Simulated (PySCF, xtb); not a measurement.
Si(H)(F)(OH)2 (FH₃O₂Si), SMILES O[SiH](O)F.

xtb with GFN2-xTB at its own geometry gives an orbital gap of 8.68 eV and a dipole moment of 1.82 D.

The structure is a stationary point at PBE0-D3(BJ)/def2-SVP. One conformer was computed; it need not be the lowest.

What does PBE0/def2-TZVPD run with PySCF give? (Estimate from the structure and the level; the computed values follow.)

gap 9.55 eV (levels -9.73 and -0.17 eV), dipole 1.42 D.
